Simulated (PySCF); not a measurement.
B3LYP has the VWN-RPA correlation part, as in Gaussian. 

```xyz
8

B     -0.0830     0.8380    -0.9768
C     -0.1411     0.2769     0.4508
C      0.1659    -1.0034     0.7065
H     -0.3447     1.9767    -1.2149
H      0.2341     0.1122    -1.8703
H     -0.4294     0.9025     1.2925
H      0.1407    -1.4274     1.7056
H      0.4575    -1.6755    -0.0935
```

Charge 0, multiplicity 1.

Q: Give the Mulliken and meta-Löwdin atomic charges from B3LYP-D3(BJ)/def2-TZVP in PySCF.

A: 
| atom | Mulliken (e) | meta-Löwdin (e) |
|---|---|---|
| B1 | 0.01 | -0.02 |
| C2 | -0.17 | -0.20 |
| C3 | -0.16 | -0.15 |
| H4 | -0.01 | 0.00 |
| H5 | -0.02 | 0.00 |
| H6 | 0.10 | 0.11 |
| H7 | 0.12 | 0.12 |
| H8 | 0.13 | 0.12 |
